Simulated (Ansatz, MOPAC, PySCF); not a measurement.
Dissociation curve of SMg, lowest singlet found (which spin is the ground state isn't settled by this scan).

Methods: UKS-B3LYP/6-311+G** = unrestricted B3LYP/6-311+G**, spherical d run with PySCF; AM1, restricted, heats of formation (MOPAC); PM6, restricted, heats of formation (MOPAC); FCI = full CI/cc-pVDZ, frozen core run with Ansatz (a first-principles code).

Energies relative to the lowest point of each curve between 1.78 and 2.47 Å, where full CI is lowest, in kcal/mol; the last columns give the difference from FCI:

```json
[
 {"R / Å": "1.78", "UKS-B3LYP/6-311+G**": "41.1", "AM1": "1.0", "PM6": "3.8", "FCI": "45.4", "UKS-B3LYP/6-311+G** − FCI": "-4.2", "AM1 − FCI": "-44.3", "PM6 − FCI": "-41.5"},
 {"R / Å": "1.91", "UKS-B3LYP/6-311+G**": "14.7", "AM1": "0.0", "PM6": "0.0", "FCI": "17.2", "UKS-B3LYP/6-311+G** − FCI": "-2.4", "AM1 − FCI": "-17.2", "PM6 − FCI": "-17.2"},
 {"R / Å": "2.05", "UKS-B3LYP/6-311+G**": "2.4", "AM1": "4.9", "PM6": "1.8", "FCI": "3.3", "UKS-B3LYP/6-311+G** − FCI": "-0.9", "AM1 − FCI": "1.6", "PM6 − FCI": "-1.5"},
 {"R / Å": "2.15", "UKS-B3LYP/6-311+G**": "0.0", "AM1": "11.1", "PM6": "5.7", "FCI": "0.0", "UKS-B3LYP/6-311+G** − FCI": "0.0", "AM1 − FCI": "11.1", "PM6 − FCI": "5.7"},
 {"R / Å": "2.24", "UKS-B3LYP/6-311+G**": "0.6", "AM1": "18.2", "PM6": "10.6", "FCI": "0.1", "UKS-B3LYP/6-311+G** − FCI": "0.5", "AM1 − FCI": "18.1", "PM6 − FCI": "10.5"},
 {"R / Å": "2.36", "UKS-B3LYP/6-311+G**": "3.6", "AM1": "29.1", "PM6": "18.5", "FCI": "3.3", "UKS-B3LYP/6-311+G** − FCI": "0.3", "AM1 − FCI": "25.8", "PM6 − FCI": "15.2"},
 {"R / Å": "2.44", "UKS-B3LYP/6-311+G**": "6.0", "AM1": "36.9", "PM6": "24.2", "FCI": "6.6", "UKS-B3LYP/6-311+G** − FCI": "-0.5", "AM1 − FCI": "30.3", "PM6 − FCI": "17.6"},
 {"R / Å": "2.47", "UKS-B3LYP/6-311+G**": "6.9", "AM1": "39.8", "PM6": "26.4", "FCI": "8.0", "UKS-B3LYP/6-311+G** − FCI": "-1.1", "AM1 − FCI": "31.8", "PM6 − FCI": "18.4"}
]
```

UKS-B3LYP/6-311+G** is furthest from FCI at 1.78 (-4.2 kcal/mol, below); its mean absolute difference over the points is 1.3 kcal/mol.

AM1 is furthest from FCI at 1.78 (-44.3 kcal/mol, below); its mean absolute difference over the points is 22.5 kcal/mol.

PM6 is furthest from FCI at 1.78 (-41.5 kcal/mol, below); its mean absolute difference over the points is 16.0 kcal/mol.

The scan ran from 1.78 to 8.30 Å; beyond the distances shown full CI changes its symmetry label. The unrestricted determinant behind UKS-B3LYP/6-311+G** is spin-contaminated at 2.24 to 2.47 Å (<S²> up to 0.8, against 0.00 for a pure singlet). The restricted form behind AM1, PM6 keeps the bonding electrons paired and can't separate into open-shell fragments. Also computed but left out beside FCI, since their determinant holds another spin at the minimum (<S²> over 0.7 above the pure value): UHF, UMP2, UCCSD, UCCSD(T), UCCSDT, UCCSDT(Q), UHF/6-31G*.
